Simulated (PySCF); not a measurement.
C3H7FGe.
Atom-mapped SMILES: `[CH2:1]=[C:2]([GeH3:3])[CH2:4][F:5]` (hydrogens: H6, H7 on C1; H8, H9, H10 on Ge3; H11, H12 on C4)

Computed, not measured: PySCF 2.14.0, PBE0-D3(BJ)/def2-SVP geometry optimisation, gas phase.

Task: List the bond lengths, angles and torsions at this level.

Result: 
```
                   bond  length (pm)   order
                  C1=C2        133.7  double
                 C2–Ge3        195.5  single
                  C2–C4        149.7  single
                  C4–F5        137.7  single
                  C1–H6        109.4  single
                  C1–H7        109.8  single
Ge3–H8, Ge3–H9, Ge3–H10        153.9  single
         C4–H11, C4–H12        110.5  single
```

Bonds in one row agree within 1 pm and their mean is given. Orders are formal, as drawn. A selection of angles:
```
     angle  degrees
  C2–C1–H6    122.0
  C2–C1–H7    121.8
  H6–C1–H7    116.3
 C1–C2–Ge3    121.4
  C1–C2–C4    122.1
 Ge3–C2–C4    116.5
 C2–Ge3–H8    110.9
 C2–Ge3–H9    110.1
C2–Ge3–H10    107.3
 H8–Ge3–H9    109.2
  C2–C4–F5    110.6
 C2–C4–H11    110.1
 C2–C4–H12    111.7
 F5–C4–H11    107.6
 F5–C4–H12    108.6
H11–C4–H12    108.2
```

Dihedral angles: C1–C2–C4–F5 150°. The mirror-image conformer, all signs reversed, is as good.

Ge3 (germanium bonded to C and 3 H) is tetrahedral (angles from 107.3° to 110.9°). The C–C distances run from 1.337 Å (C1=C2, drawn double) to 1.497 Å (C2–C4, drawn single), a spread of 0.160 Å. Of the pairs four or more bonds apart, H7···H12 is among the closest relative to their van der Waals radii: 2.50 Å, 104 % of the sum of Bondi's values.

Point group: C1 (no symmetry element, even within 0.4 Å). Stationary, but not proved a minimum. The numbers are those of one conformer.

Hardware: one thread of an Arm Neoverse V1, shared host with 64 logical CPUs at a one-minute load of 31. Cost: 83 s of wall time, 0.51 GiB resident at most. This is the geometry optimisation.
